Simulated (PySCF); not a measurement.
Structure with atom numbers: `[CH3:1][SiH2:2]/[CH:3]=[C:4](/[SiH3:5])[C:6]([F:7])([F:8])[F:9]`. Each H is labelled by its parent atom.

[PySCF: NMR shieldings at B97-2/pcSseg-1/GIAO; geometry: PBE0-D3(BJ)/def2-SVP; single conformer; averaged over atoms made equivalent by symmetry, fast rotation or ring inversion; no relativistic terms; no solvent]

**Question.** Predict the 2D correlation tables (HSQC, COSY, HMBC).

**Answer.** 

HSQC (one-bond C–H):
```tsv
δH	δC
7.36 (H(C3))	160.6 (C3)
0.38 (H(C1))	-5.1 (C1)
```

COSY cross peaks (H two or three bonds apart, from the bond graph; peaks can be absent where the dihedral angle is near 90°):
```tsv
δH	δH
7.36 (H(C3))	4.23 (H(Si2))
4.23 (H(Si2))	0.38 (H(C1))
```

HMBC (two and three bonds, from the bond graph):
```tsv
δH	δC
7.36 (H(C3))	152.3 (C4), 128.8 (C6), -5.1 (C1)
4.23 (H(Si5))	160.6 (C3), 152.3 (C4), 128.8 (C6)
4.23 (H(Si2))	160.6 (C3), 152.3 (C4), -5.1 (C1)
0.38 (H(C1))	160.6 (C3)
```

References, each an isolated molecule treated in the same way: 1H (σref 31.38) and 13C (σref 183.69) vs TMS.

Short H···H contacts in this conformer between protons four or more bonds apart (candidates for NOE cross peaks, intensity ∝ r⁻⁶): H(C3)···H(Si5) 2.55 Å.

Shifts are as computed. Against solution values, carbons near 30 ppm lie about +1 ppm off and those near 130 ppm about +2 ppm. Of 1309 compounds with measured shifts, 239 miss one by over three times the rms of a fit or turn the order of signals round; such compounds aren't used in these exercises.
